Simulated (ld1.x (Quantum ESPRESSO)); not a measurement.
# Varying the TM semilocal potential for aluminium

Base potential:

- Element: Al
- Generator: ld1.x (Quantum ESPRESSO) 7.5
- Type: norm-conserving Troullier–Martins (semilocal form)
- Functional: PBE
- Relativity: non-relativistic
- Frozen core: [Ne]
- Valence charge: 3
- Reference configuration: 3s2 3p1
- Partial waves: 3p (bound): rc 2.20 bohr; 3d channel at 0.35 Ry: rc 2.00 bohr; 3s (bound): rc 1.95 bohr
- Local potential: the s channel
- Core correction: a·sin(br)/r model core inside 1.20 bohr

All-electron outer shells of the reference configuration (PBE, non-relativistic, ld1.x):

```tsv
shell	level (eV)	outermost node (bohr)	outermost maximum (bohr)
2p	-69.68	–	0.43
3s	-7.73	0.80	2.09
3p	-2.72	0.82	2.64
```

Cutoffs, loose and tight: the cutoffs (Ry, on a coarse ladder) from which the occupation-weighted sum of valence levels, in a spherical-Bessel basis at the reference potential, stays within 10 and 1 mRy of its value at 400 Ry. They do not see the model core or the augmentation charge, which bear on the density cutoff. Test errors are all-electron minus pseudo excitation energies from the reference, over the configurations 3s2 3p0; 3s1 3p0; 3s2 3p0.5; 3s1 3p1; 3s2 3p1.3; 3s1 3p2; 3s0 3p3. A dash means not determined; rows that change the core or the reference have their own tests.

In the semilocal form every listed channel keeps its own potential, so the choice of the local channel does not act on these tests. It acts once the file is put into the separable form.

A semilocal file is local in each channel, so a ghost entry of none says nothing of the separable form that plane-wave codes build from it.

```tsv
change	outcome	cutoff, loose	cutoff, tight	bound ghosts	largest test error (meV)
base	generated	10 Ry	30 Ry	none	+16
reference 3s2 3p0.75	generated	10 Ry	30 Ry	none	+14
wave 3d channel at 0.35 Ry: rc 2.00 bohr becomes 3d channel at 0.16 Ry: rc 2.00 bohr	generated	10 Ry	30 Ry	none	+16
wave 3d channel at 0.35 Ry: rc 2.00 bohr becomes 3d channel at 0.35 Ry: rc 1.46 bohr	generated	10 Ry	30 Ry	none	+16
all radii but the core radius scaled by about 1.06 (s 2.06, p 2.32, d 2.12 bohr)	generated	10 Ry	25 Ry	none	+16
wave 3s (bound): rc 1.95 bohr becomes 3s (bound): rc 1.82 bohr	generated	10 Ry	30 Ry	none	+16
wave 3p (bound): rc 2.20 bohr becomes 3p (bound): rc 1.96 bohr	generated	10 Ry	30 Ry	none	+14
functional LDA (PZ)	generated	10 Ry	30 Ry	none	+13
wave 3p (bound): rc 2.20 bohr becomes 3p (bound): rc 1.98 bohr	generated	10 Ry	30 Ry	none	+14
wave 3p (bound): rc 2.20 bohr becomes 3p (bound): rc 2.88 bohr	generated	10 Ry	30 Ry	none	+13
scalar-relativistic	generated	10 Ry	30 Ry	none	+15
```

Task: What comes out with this change to the base: form changed from semilocal to separable (Kleinman–Bylander), still TM; local potential all-electron potential smoothed inside 1.55 bohr (lloc = -1)?

Result: outcome: generated; cutoff, loose: 10 Ry; cutoff, tight: 30 Ry; bound ghosts: none; largest test error (meV): +32.

Task: What comes out with this change to the base: core correction none?

Result: outcome: generated; cutoff, loose: 10 Ry; cutoff, tight: 30 Ry; bound ghosts: none; largest test error (meV): +28.
